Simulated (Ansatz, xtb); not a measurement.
## Two isomers of C5H3NS2

Structure a is `c1cc2sncc2s1`, a singlet and structure b is `c1nc2sccc2s1`, a singlet. Both are isolated molecules in the gas phase, relaxed with r2SCAN-D4/def2-SVP.

Energies in hartree; the thermal terms are from GFN2-xTB frequencies at re-optimised GFN2-xTB minima (ideal gas, soft modes damped towards free rotors, one conformer each, 298.15 K, 1 atm) and include the zero-point energy:

```
                               a            b
E, CCSD(T)/def2-SVP  −1041.267476  −1041.276797
    E, MP2/def2-SVP  −1041.182277  −1041.191957
  E, MP2/def2-TZVPP  −1042.000607  −1042.005060
  zero-point energy      0.067230      0.067230
       H(298 K) − E      0.074361      0.074368
       G(298 K) − E      0.036328      0.036342
```

Task: Correct the CCSD(T) difference for the basis set by the MP2 change, then work out ΔE, ΔE₀, ΔH and ΔG for a → b in kcal/mol (1 Eh = 627.51 kcal/mol) and the equilibrium ratio [b]/[a].

Result: 1. Differences b − a: CCSD(T) −0.009321, MP2 in the small set −0.009680, MP2 in the large set −0.004453 Eh.
2. ΔE = −0.009321 + (−0.004453 − (−0.009680)) = −0.004094 Eh = −2.57 kcal/mol.
3. ΔE₀ = ΔE + ΔZPE = −0.004094 + (0.000000) Eh = −2.57 kcal/mol.
4. ΔH = ΔE + (+0.000007) Eh = −2.56 kcal/mol.
5. ΔG = ΔE + (+0.000014) Eh = −2.56 kcal/mol, so ΔS = (ΔH − ΔG)/T = −0.1 J/(mol K).
6. kT = 0.9442 mEh, so K = [b]/[a] = exp(−ΔG/kT) = exp(+4.32) ≈ 75.

Structure b is favoured at this temperature. An error of 1 kcal/mol in ΔG would change K by a factor of 5.4. The basis-set step is large, which makes the value less sure. Mirror images and further conformers aren't counted.

As drawn, b has 1 C∷N, 1 C∷S in place of 1 C∷C, 1 N∷S (∷ is an aromatic bond).

Other levels gave ΔE = −3.4 (GFN2-xTB); −5.5 (HF/STO-3G, GFN2-xTB geometries); −6.3 (r2SCAN-D4/def2-SVP//GFN2-xTB); −6.0 (r2SCAN-D4/def2-SVP); −6.8 (HF/def2-SVP); −6.1 (MP2/def2-SVP); −5.8 (CCSD(T)/def2-SVP) kcal/mol. The correlated steps freeze 16 core orbitals. Programs: Ansatz 0.2.0, xtb 6.7.1.
